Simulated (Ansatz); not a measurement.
(1) Predict a relaxed structure of SnBrH3 (SnH3Br), charge 0, singlet, at r2SCAN-D4/def2-TZVP (Ansatz).

## Answers

(1) 
Cartesian coordinates in Å:
```
Sn 0.091 -0.164 -0.096
Br -0.979 1.776 1.038
H 0.439 0.341 -1.681
H -1.044 -1.429 -0.053
H 1.494 -0.523 0.793
```
Point group C3v (tolerance 0.1 Å). This is one stationary point.

In the def2 sets Sn takes a core potential; there is no spin–orbit coupling.
